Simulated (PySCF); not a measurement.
bromine (Br$_{2}$), singlet, geometry from GFN2-xTB, with bond 2-1 at 2.4 times its length; CASSCF(6,6)+NEVPT2/6-31G* (PySCF).

PySCF was given this input:
```python
from pyscf import gto, scf, mcscf, mrpt
import numpy

mol = gto.Mole()
mol.atom = '''
    Br   -0.00000000   -0.00000000   -1.14058940
    Br    0.00000000    0.00000000    4.33423972
'''
mol.basis = '6-31g*'
mol.verbose = 4
mol.build()

mf = scf.RHF(mol)
mf.kernel()
mc = mcscf.CASSCF(mf, 6, 6)
mc.fix_spin_(ss=0.0)
mc.kernel()
occ = numpy.linalg.eigvalsh(mc.fcisolver.make_rdm1(mc.ci, mc.ncas, mc.nelecas))[::-1]
ss = mc.fcisolver.spin_square(mc.ci, mc.ncas, mc.nelecas)[0]
print('natural occupations', occ.round(4), ' <S^2>', round(ss, 4))
e2 = mrpt.NEVPT(mc).kernel()
print('E(NEVPT2) = %.10f' % (mc.e_tot + e2))
```

What the program printed (banner, timings and long lists left out):

```
PySCF version 2.14.0

[INPUT] verbose = 4
[INPUT] num. atoms = 2
[INPUT] num. electrons = 70
[INPUT] charge = 0
[INPUT] spin (= nelec alpha-beta = 2S) = 0
[INPUT] symmetry False subgroup None
[INPUT] Mole.unit = angstrom
[INPUT] Symbol           X                Y                Z      unit          X                Y                Z       unit  Magmom
[...]
nuclear repulsion = 118.404076030231
number of shells = 24
number of NR pGTOs = 190
number of NR cGTOs = 64
basis = 6-31g*
ecp = {}

******** <class 'pyscf.scf.hf.RHF'> ********
method = RHF
initial guess = minao
damping factor = 0
level_shift factor = 0
DIIS = <class 'pyscf.scf.diis.CDIIS'>
diis_start_cycle = 1
diis_space = 8
diis_damp = 0
SCF conv_tol = 1e-09
SCF conv_tol_grad = None
SCF max_cycles = 50
direct_scf = True
direct_scf_tol = 1e-13
Set gradient conv threshold to 3.16228e-05
Initial guess from minao.
init E= -5141.65459734831
[...]
cycle= 1 E= -5143.98095164298  delta_E= -2.33  |g|= 0.0834  |ddm|=  1.6
[...]
cycle= 2 E= -5143.98433003207  delta_E= -0.00338  |g|= 0.0262  |ddm|= 0.194
[...]
cycle= 3 E= -5143.98465503586  delta_E= -0.000325  |g|= 0.0102  |ddm|= 0.0645
[...]
cycle= 4 E= -5143.98468044056  delta_E= -2.54e-05  |g|= 0.000738  |ddm|= 0.0189
[...]
cycle= 5 E= -5143.98468085637  delta_E= -4.16e-07  |g|= 8.79e-05  |ddm|= 0.00297
[...]
cycle= 6 E= -5143.98468086005  delta_E= -3.67e-09  |g|= 2.21e-05  |ddm|= 0.000221
[...]
cycle= 7 E= -5143.9846808603  delta_E= -2.55e-10  |g|= 3.34e-06  |ddm|= 6.23e-05
[...]
Extra cycle  E= -5143.9846808603  delta_E= 1.82e-12  |g|= 1.32e-06  |ddm|= 5.41e-06
converged SCF energy = -5143.9846808603

******** <class 'pyscf.mcscf.mc1step.CASSCF'> ********
CAS (3e+3e, 6o), ncore = 32, nvir = 26
max_cycle_macro = 50
max_cycle_micro = 4
conv_tol = 1e-07
conv_tol_grad = None
orbital rotation max_stepsize = 0.02
orbital rotation threshold for CI restart = 0.01
augmented hessian ah_max_cycle = 30
augmented hessian ah_conv_tol = 1e-12
augmented hessian ah_linear dependence = 1e-14
augmented hessian ah_level shift = 1e-08
augmented hessian ah_start_tol = 2.5
augmented hessian ah_start_cycle = 3
augmented hessian ah_grad_trust_region = 3
kf_trust_region = 3
kf_interval = 4
ci_response_space = 4
ci_grad_trust_region = 3
with_dep4 0
natorb = False
canonicalization = True
sorting_mo_energy = False
ao2mo_level = 2
internal_rotation = False
******** <class 'pyscf.fci.addons.SpinPenaltyFCISolver'> ********
max. cycles = 50
conv_tol = 1e-08
davidson only = True
linear dependence = 1e-12
level shift = 0.001
max iter space = 12
nroots = 1
pspace_size = 400
spin = None
CASCI E = -5144.15372945609  S^2 = 0.0000000
Set conv_tol_grad to 0.000316228
macro iter   1 ( 20 JK    4 micro), CASSCF E = -5144.16055573054  dE = -6.82627445e-03  S^2 = 0.0000000
               |grad[o]|=0.066  |grad[c]|=0.00754  |ddm|=0.00928  |maxRot[o]|=0.153
macro iter   2 ( 21 JK    4 micro), CASSCF E = -5144.16077707132  dE = -2.21340781e-04  S^2 = 0.0000000
               |grad[o]|=0.00651  |grad[c]|=0.00556  |ddm|=0.00633  |maxRot[o]|=0.181
macro iter   3 ( 12 JK    3 micro), CASSCF E = -5144.16124825608  dE = -4.71184757e-04  S^2 = 0.0000000
               |grad[o]|=0.0049  |grad[c]|=0.0218  |ddm|=0.0261  |maxRot[o]|=0.135
macro iter   4 ( 21 JK    4 micro), CASSCF E = -5144.16254346567  dE = -1.29520959e-03  S^2 = 0.0000000
               |grad[o]|=0.00459  |grad[c]|=0.0118  |ddm|=0.0194  |maxRot[o]|=0.281
macro iter   5 ( 21 JK    4 micro), CASSCF E = -5144.16510109494  dE = -2.55762927e-03  S^2 = 0.0000000
               |grad[o]|=0.0101  |grad[c]|=0.0177  |ddm|=0.00697  |maxRot[o]|=0.222
macro iter   6 ( 21 JK    4 micro), CASSCF E = -5144.16815077986  dE = -3.04968492e-03  S^2 = 0.0000000
               |grad[o]|=0.0101  |grad[c]|=0.00839  |ddm|=0.00745  |maxRot[o]|=0.199
macro iter   7 ( 21 JK    4 micro), CASSCF E = -5144.17021277424  dE = -2.06199438e-03  S^2 = 0.0000000
               |grad[o]|=0.00857  |grad[c]|=0.00649  |ddm|=0.00623  |maxRot[o]|=0.171
macro iter   8 ( 21 JK    4 micro), CASSCF E = -5144.17172405954  dE = -1.51128530e-03  S^2 = 0.0000000
               |grad[o]|=0.00605  |grad[c]|=0.0059  |ddm|=0.0042  |maxRot[o]|=0.162
macro iter   9 ( 21 JK    4 micro), CASSCF E = -5144.17658424450  dE = -4.86018495e-03  S^2 = 0.0000000
               |grad[o]|=0.0053  |grad[c]|=0.0178  |ddm|=0.00705  |maxRot[o]|=0.298
macro iter  10 ( 21 JK    4 micro), CASSCF E = -5144.18306798843  dE = -6.48374393e-03  S^2 = 0.0000000
               |grad[o]|=0.0096  |grad[c]|=0.0167  |ddm|=0.0108  |maxRot[o]|=0.305
macro iter  11 ( 12 JK    3 micro), CASSCF E = -5144.18507922141  dE = -2.01123298e-03  S^2 = 0.0000000
               |grad[o]|=0.00839  |grad[c]|=0.0119  |ddm|=0.168  |maxRot[o]|= 0.11
macro iter  12 (  7 JK    2 micro), CASSCF E = -5144.18520244450  dE = -1.23223087e-04  S^2 = 0.0000000
               |grad[o]|=0.0066  |grad[c]|=0.00772  |ddm|= 0.19  |maxRot[o]|=0.0694
macro iter  13 (  7 JK    2 micro), CASSCF E = -5144.18527095024  dE = -6.85057412e-05  S^2 = 0.0000000
               |grad[o]|=0.00621  |grad[c]|=0.00794  |ddm|=0.245  |maxRot[o]|=0.0699
macro iter  14 (  7 JK    2 micro), CASSCF E = -5144.18535933058  dE = -8.83803432e-05  S^2 = 0.0000000
               |grad[o]|=0.00596  |grad[c]|=0.00821  |ddm|=0.318  |maxRot[o]|=0.0698
macro iter  15 ( 21 JK    4 micro), CASSCF E = -5144.18600622511  dE = -6.46894526e-04  S^2 = 0.0000000
               |grad[o]|=0.00566  |grad[c]|=0.0107  |ddm|=0.0102  |maxRot[o]|=0.108
macro iter  16 ( 15 JK    4 micro), CASSCF E = -5144.18606095278  dE = -5.47276723e-05  S^2 = 0.0000000
               |grad[o]|=0.00286  |grad[c]|=0.00103  |ddm|=0.0936  |maxRot[o]|=0.0235
macro iter  17 ( 21 JK    4 micro), CASSCF E = -5144.18606413519  dE = -3.18241382e-06  S^2 = 0.0000000
               |grad[o]|=0.00049  |grad[c]|=0.0069  |ddm|=0.0028  |maxRot[o]|=0.0268
macro iter  18 ( 21 JK    4 micro), CASSCF E = -5144.18608590373  dE = -2.17685365e-05  S^2 = 0.0000000
[...]
CASSCF energy = -5144.18641023972
CASCI E = -5144.18641023972  E(CI) = -8.71628217021498  S^2 = 0.0000000
[...]
0 Br 4pz        -0.00037   0.16718  -0.72897   0.60115  -0.00012
0 Br 5px        -0.00001   0.00294   0.00506  -0.00414   0.00003
0 Br 5py        -0.00003  -0.00022   0.00778  -0.00636   0.00010
0 Br 5pz        -0.00006  -0.00049   0.02682  -0.02228   0.00041
0 Br 3dxy        0.00434  -0.00000  -0.00000   0.00000  -0.00012
0 Br 3dyz        0.02971  -0.00000  -0.00000   0.00000  -0.00023
0 Br 3dz^2       0.05019  -0.00000  -0.00000   0.00000  -0.00078
0 Br 3dxz        0.01586  -0.00001  -0.00000   0.00000  -0.00036
0 Br 3dx2-y2     0.00729  -0.00001  -0.00000   0.00000   0.00063
0 Br 4dxy       -0.00003  -0.00006  -0.00001   0.00001   0.10360
0 Br 4dyz       -0.00067   0.00003  -0.00008   0.00004   0.24983
0 Br 4dz^2      -0.00074   0.00004  -0.00007   0.00013   0.73565
0 Br 4dxz       -0.00012  -0.00011  -0.00005   0.00002   0.32142
0 Br 4dx2-y2    -0.00083  -0.00003   0.00000  -0.00002  -0.47344
0 Br 5dxy       -0.00004  -0.00001  -0.00000   0.00000   0.02530
0 Br 5dyz       -0.00032   0.00000  -0.00001   0.00001   0.06304
0 Br 5dz^2      -0.00048   0.00001  -0.00000   0.00002   0.18168
0 Br 5dxz       -0.00014  -0.00002  -0.00001   0.00000   0.07873
0 Br 5dx2-y2    -0.00017  -0.00001   0.00000  -0.00000  -0.11275
1 Br 1s          0.00000   0.00000  -0.00000   0.00000  -0.00000
1 Br 2s          0.00000   0.00000  -0.00001   0.00001  -0.00000
1 Br 3s         -0.00002   0.00000   0.00004   0.00001  -0.00000
1 Br 4s          0.00006   0.00011  -0.00033   0.00037  -0.00003
1 Br 5s          0.00002   0.00023  -0.00016   0.00022  -0.00117
1 Br 2px        -0.00000   0.00000   0.00028   0.00034   0.00000
1 Br 2py        -0.00000  -0.00000   0.00054   0.00065   0.00000
1 Br 2pz         0.00000   0.00000   0.00014   0.00019  -0.00000
1 Br 3px         0.00000  -0.00000  -0.00352  -0.00426  -0.00000
1 Br 3py         0.00000   0.00001  -0.00662  -0.00802  -0.00000
1 Br 3pz        -0.00000  -0.00001  -0.00182  -0.00230   0.00001
1 Br 4px        -0.00003   0.00002   0.28969   0.35068   0.00002
1 Br 4py        -0.00007  -0.00059   0.54564   0.66059   0.00002
1 Br 4pz        -0.00028   0.00033   0.15003   0.18889  -0.00020
1 Br 5px        -0.00000  -0.00027  -0.00752  -0.00918  -0.00020
1 Br 5py        -0.00001   0.00000  -0.01416  -0.01730  -0.00013
1 Br 5pz         0.00001  -0.00027  -0.00421  -0.00466   0.00319
1 Br 3dxy        0.00000   0.00000  -0.00001   0.00000  -0.00000
1 Br 3dyz        0.00000   0.00000   0.00000   0.00000  -0.00000
1 Br 3dz^2      -0.00001  -0.00000   0.00001  -0.00000   0.00000
1 Br 3dxz        0.00000  -0.00000   0.00000   0.00000  -0.00000
1 Br 3dx2-y2    -0.00000  -0.00000   0.00000  -0.00000   0.00000
1 Br 4dxy        0.00000   0.00000  -0.00001  -0.00009   0.00004
1 Br 4dyz        0.00000   0.00000   0.00013   0.00016   0.00004
1 Br 4dz^2      -0.00003  -0.00006   0.00022  -0.00001  -0.00005
1 Br 4dxz        0.00000  -0.00005   0.00007   0.00008   0.00002
1 Br 4dx2-y2    -0.00000  -0.00000   0.00000   0.00005  -0.00003
1 Br 5dxy       -0.00000   0.00000   0.00000  -0.00002   0.00001
1 Br 5dyz        0.00000   0.00000   0.00002   0.00003   0.00001
1 Br 5dz^2      -0.00000  -0.00001   0.00004  -0.00000  -0.00001
1 Br 5dxz        0.00000  -0.00001   0.00001   0.00001   0.00000
1 Br 5dx2-y2     0.00000  -0.00000  -0.00000   0.00001  -0.00001
               #6
0 Br 1s         -0.00000
0 Br 2s          0.00000
0 Br 3s         -0.00000
0 Br 4s         -0.00001
0 Br 5s          0.00002
0 Br 2px        -0.00000
0 Br 2py         0.00000
0 Br 2pz         0.00000
0 Br 3px         0.00000
0 Br 3py        -0.00000
0 Br 3pz        -0.00000
0 Br 4px        -0.00014
0 Br 4py         0.00002
0 Br 4pz         0.00002
0 Br 5px         0.00041
0 Br 5py        -0.00002
0 Br 5pz        -0.00005
0 Br 3dxy       -0.00031
0 Br 3dyz        0.00012
0 Br 3dz^2       0.00033
0 Br 3dxz       -0.00109
0 Br 3dx2-y2    -0.00023
0 Br 4dxy        0.25062
0 Br 4dyz       -0.09919
0 Br 4dz^2      -0.26516
0 Br 4dxz        0.87554
0 Br 4dx2-y2     0.18489
0 Br 5dxy        0.06120
0 Br 5dyz       -0.02422
0 Br 5dz^2      -0.06474
0 Br 5dxz        0.21380
0 Br 5dx2-y2     0.04515
1 Br 1s          0.00000
1 Br 2s          0.00000
1 Br 3s          0.00000
1 Br 4s          0.00002
1 Br 5s          0.00052
1 Br 2px         0.00000
1 Br 2py        -0.00000
1 Br 2pz         0.00000
1 Br 3px        -0.00000
1 Br 3py         0.00000
1 Br 3pz        -0.00001
1 Br 4px         0.00003
1 Br 4py        -0.00003
1 Br 4pz         0.00009
1 Br 5px        -0.00061
1 Br 5py         0.00005
1 Br 5pz        -0.00134
1 Br 3dxy        0.00000
1 Br 3dyz        0.00000
1 Br 3dz^2      -0.00000
1 Br 3dxz        0.00000
1 Br 3dx2-y2    -0.00000
1 Br 4dxy       -0.00001
1 Br 4dyz       -0.00001
1 Br 4dz^2      -0.00000
1 Br 4dxz        0.00000
1 Br 4dx2-y2    -0.00000
1 Br 5dxy       -0.00000
1 Br 5dyz       -0.00000
1 Br 5dz^2       0.00000
1 Br 5dxz        0.00000
1 Br 5dx2-y2    -0.00000
<CAS-nat-orb|mo-hf>  33     29      -0.70568900
<CAS-nat-orb|mo-hf>  33     30      -0.70572927
<CAS-nat-orb|mo-hf>  34     31      -0.66905502
<CAS-nat-orb|mo-hf>  34     34      -0.67514229
<CAS-nat-orb|mo-hf>  35     33      -0.46816583
<CAS-nat-orb|mo-hf>  35     35       0.61932290
<CAS-nat-orb|mo-hf>  35     36      -0.40830519
<CAS-nat-orb|mo-hf>  36     31       0.45037498
<CAS-nat-orb|mo-hf>  36     32       0.50179400
<CAS-nat-orb|mo-hf>  36     36       0.55730841
<CAS-nat-orb|mo-hf>  37     45      -0.53537192
<CAS-nat-orb|mo-hf>  37     46      -0.53513904
<CAS-nat-orb|mo-hf>  38     48       0.62188440
<CAS-nat-orb|mo-hf>  38     49      -0.61318227
Sr    (-1)',   E = -0.00764427216117
Si    (+1)',   E = -0.00010407566037
Sijrs (0)  ,   E = -0.35840050439171
Sijr  (+1) ,   E = -0.04156848587325
Srsi  (-1) ,   E = -0.04811496733568
Srs   (-2) ,   E = -0.01366913549848
Sij   (+2) ,   E = -0.00201507827961
Sir   (0)' ,   E = -0.02631258821270
Nevpt2 Energy = -0.497829107412967
E(NEVPT2) = -5144.6842393471
```
